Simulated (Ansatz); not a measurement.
Cartesian coordinates in Å:
```
Si -0.1536 2.4942 -2.0098
O 0.2627 1.0735 -1.2969
Ti 0.6606 -0.4463 -0.4747
Cl 2.2366 -1.5082 -1.6057
O -0.7895 -1.4627 -0.3811
Si -2.1707 -2.3430 -0.2502
O 1.2409 -0.0955 1.1638
Si 1.7173 0.2584 2.6959
H 0.0907 3.6074 -1.0580
H -1.5931 2.4546 -2.3722
H 0.6686 2.6846 -3.2303
H -2.4681 -2.5733 1.1862
H -3.2885 -1.5927 -0.8765
H -1.9857 -3.6427 -0.9416
H 0.8033 -0.4089 3.6573
H 1.6642 1.7288 2.8957
H 3.1045 -0.2282 2.8981
```

Charge 0, multiplicity 1.

List the r2SCAN/def2-TZVPP orbital energies in eV (Ansatz 0.2.0). (Estimate.)

Computed: Occupied: -4857.44, -2752.91, -1791.76, -1791.76, -1791.76, -539.47, -516.25, -516.25, -516.25, -449.57, -449.57, -449.57, -254.31, -192.79, -192.74, -192.74, -142.13, -142.13, -142.13, -97.03, -97.03, -97.03, -96.97, -96.97, -96.97, -96.97, -96.97, -96.97, -64.58, -40.71, -40.71, -40.56, -25.72, -25.50, -25.50, -20.51, -14.11, -14.07, -14.07, -11.19, -11.19, -11.12, -10.46, -10.46, -10.27, -10.00, -10.00, -9.80, -9.21, -8.56, -8.56, -8.32, -8.32, -8.28, -7.85, -7.80, -7.80. Lowest empty: -2.97, -2.97, -2.28, -1.86, -1.86, -0.79, 0.02, 0.02.
